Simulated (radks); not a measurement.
Values are calculated unless marked as measured or tabulated.
Effect of the nuclear size on the rhodium ion Rh+, [Kr] 4d8. Code: a radial shooting solver on a logarithmic mesh with Libxc functionals. Model: Dirac Kohn-Sham, PBE, spin-unpolarised, spherical densities, finite nucleus; open shells are shared between the two j in proportion to 2j + 1; Fermi nuclear charge, rms radius 4.4945 fm. The rms radius is varied about that value; shifts are against it.

rms radius (fm)	total energy shift (eV)	density at nucleus (e/bohr^3)	1s1/2 shift (meV)	2s1/2 shift (meV)	4s1/2 shift (meV)	4p1/2 shift (meV)	5s1/2 (empty) shift (meV)
3.8428	-0.593	1.234e+05	-250	-27.5	-0.923	0.031	-0.091
4.081	-0.385	1.225e+05	-163	-17.9	-0.600	0.020	-0.059
4.4945	0	1.21e+05	0.000	0.000	0.000	0.000	0.000
4.8091	0.315	1.2e+05	133	14.6	0.491	-0.016	0.048
5.4833	1.05	1.18e+05	444	48.8	1.64	-0.055	0.161

Slopes of the eigenvalues against <r^2> in GHz/fm^2, as finite differences over the two radii next to the reference (eigenvalue slopes, not the field-shift constants of lines): 1s1/2 11000, 2s1/2 1210, 4s1/2 40.8, 4p1/2 -1.36, 5s1/2 (empty) 4.01.
